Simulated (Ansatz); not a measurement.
Gas-phase electronic energies from Ansatz, PBE0-D4/def2-TZVP geometries. CCSD(T)/CBS is the MP2 limit (def2-TZVPP, def2-QZVPP) plus CCSD(T) − MP2 in def2-TZVPP, frozen cores. DFT in def2-TZVPP. For Se outer-core shells are correlated without core-valence functions, which leaves a few kJ/mol of doubt a bond. Scalar relativity is left out up to krypton. One conformer a species, not always the lowest.

`CB(F)[SeH]` + `O[SiH]([AlH2])CF` → `CB(O)[SeH]` + `FC[SiH](F)[AlH2]`  (redistribution)

```json
{"level": "B2PLYP", "ΔE (eV)": "-0.35"}
{"level": "HF/CBS(def2)", "ΔE (eV)": "-0.36"}
```

(1) What does CCSD(T)/CBS give? (An estimate is asked.)

Largest T1 diagnostic among the species: 0.012.

## Answers

(1) The calculation gave: -0.36 eV. The listed levels differ from it by 0.01, 0.00 eV.
